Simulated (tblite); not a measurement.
Species: C₆H₁₂N₂.
SMILES with atom numbers: `[CH3:1][CH2:2][N:3]1[CH2:4][CH2:5][C:6]([CH3:7])=[N:8]1` (hydrogens: H9, H10, H11 on C1; H12, H13 on C2; H14, H15 on C4; H16, H17 on C5; H18, H19, H20 on C7)

Structure used (GFN2-xTB), in Å, numbered top down from 1:
```xyz
20
C6H12N2 angstrom
C     -2.4018    0.8046    0.6263
C     -1.7448    0.8429   -0.7567
N     -0.4414    0.2339   -0.8155
C     -0.2926   -1.2218   -0.6685
C      1.1220   -1.3745   -0.0968
C      1.4586    0.0735    0.2155
C      2.7304    0.4870    0.8565
N      0.5575    0.8841   -0.1704
H     -1.7427    1.2705    1.3552
H     -2.6039   -0.2176    0.9390
H     -3.3427    1.3477    0.6034
H     -1.6117    1.8836   -1.0613
H     -2.3782    0.3398   -1.4926
H     -0.4114   -1.6923   -1.6477
H     -1.0517   -1.6303    0.0086
H      1.1666   -2.0020    0.7948
H      1.8213   -1.7774   -0.8323
H      2.7540    1.5669    0.9665
H      3.5793    0.1700    0.2501
H      2.8278    0.0221    1.8380
```

All values are computed: GFN2-xTB (tblite) harmonic vibrations without scaling, gas phase. The method is semi-empirical: single wavenumbers can be off by several per cent or more. One conformer, not necessarily the lowest.

Harmonic wavenumbers (cm⁻¹): 66.4, 95.0, 125.0, 149.2, 205.5, 256.8, 273.8, 371.3, 412.6, 520.0, 616.2, 628.5, 811.0, 828.1, 889.3, 903.6, 976.0, 984.0, 1012.4, 1050.2, 1064.3, 1065.7, 1078.0, 1120.0, 1177.1, 1196.6, 1205.5, 1232.0, 1276.1, 1306.3, 1323.4, 1342.4, 1395.8, 1396.9, 1452.7, 1462.7, 1468.7, 1471.7, 1487.0, 1496.6, 1501.6, 1704.7, 2898.6, 2951.3, 2957.4, 2959.6, 2977.0, 2980.3, 2986.5, 3002.9, 3031.1, 3042.3, 3044.7, 3062.1.

A = 3895, B = 1424, C = 1216 MHz; mass 112.100 u (most abundant isotopes); point group C1, symmetry number 1.

**Question.** Zero-point energy?

**Answer.** Half the sum of the wavenumbers: 38147 cm⁻¹ = 109.07 kcal/mol.

**Question.** Entropy at 200 K, 1 bar (ideal gas, RRHO, classical rotation)?

**Answer.** Translation 38.10, rotation 27.07, vibration 15.47: S = 80.6 cal/(mol K).

**Question.** And Cp and H(200 K) − H(0)?

**Answer.** Cp = 25.22 cal/(mol K), of which vibrations give 17.27 (their classical limit is 54 R = 107.3); H(200 K) − H(0) = 3.34 kcal/mol without the zero-point energy, 1.75 from vibrations.

**Question.** Which modes carry the vibrational entropy at 200 K?

**Answer.** 66.4 cm⁻¹: 3.47; 95.0 cm⁻¹: 2.78; 125.0 cm⁻¹: 2.26; 149.2 cm⁻¹: 1.94; 205.5 cm⁻¹: 1.38; 256.8 cm⁻¹: 1.03 cal/(mol K); the other 48 give 2.60 together.

**Question.** How do the functions run with temperature in this model?

**Answer.** 
```csv
T (K),S (cal/(mol K)),Cp (cal/(mol K)),H − H(0) (kcal/mol),G − H(0) (kcal/mol),ln q(vib)
150,74.0,21.3,2.18,-8.92,2.27
250,86.7,29.6,4.71,-16.97,4.48
298.15,92.3,34.3,6.24,-21.28,5.53
400,103.9,44.7,10.27,-31.28,7.78
600,125.5,62.1,21.04,-54.24,12.30
900,154.2,79.4,42.49,-96.30,19.04
```

q(vib) and H(0) count from the zero-point level.

Hindered rotation and anharmonicity are outside this model. Other conformers, if any are populated, would add a mixing term that is left out. The structure is chiral; the term R ln 2 for an equal mix with its mirror image is left out.
